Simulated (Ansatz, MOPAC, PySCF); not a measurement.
System: CH$_{2}$I (charge 0, doublet). SMILES: [CH2]I
Geometry: optimised at B3LYP-D3(BJ)/def2-TZVP (Ansatz, a program for electronic structure).

Property: size of the dipole moment, in D. Terms: UHF or UKS for open shells; STO-3G and 3-21G all-electron and non-relativistic; no spin-orbit coupling; 6-31G* and kin with 6d, 5d where marked; no dispersion term unless named; def2 sets with scalar-relativistic core potentials past Kr; LANL2DZ with its own core potentials from Na on. Ab initio and DFT rows: single points at B3LYP-D3(BJ) geometries (Ansatz). Semi-empirical rows: dipoles at the shared geometry.

| level | program | size of the dipole moment (D) |
|---|---|---|
| AM1 | MOPAC | 0.94 |
| PM3 | MOPAC | 0.80 |
| PM6 | MOPAC | 0.42 |
| SVWN5/6-31G* with LANL2DZ past Ar | Ansatz | 0.52 |
| PBE/STO-3G | Ansatz | 0.83 |
| PBE/LANL2DZ | Ansatz | 0.53 |
| PBE/def2-SVP | Ansatz | 0.43 |
| BP86/def2-SVP | PySCF | 0.46 |
| B3LYP/STO-3G | Ansatz | 0.88 |
| B3LYP/3-21G | Ansatz | 0.63 |
| B3LYP/LANL2DZ | Ansatz | 0.63 |
| B3LYP/def2-SVP | Ansatz | 0.54 |
| B3LYP/6-31G* with LANL2DZ past Ar | Ansatz | 0.73 |

No value to compare with is used here. The 13 habitual levels span 0.42 (PM6) to 0.94 D (AM1).

The levels are drawn from those run, B3LYP/6-31G* more often than the rest, none by its result; runs whose electronic state is in doubt are left out.
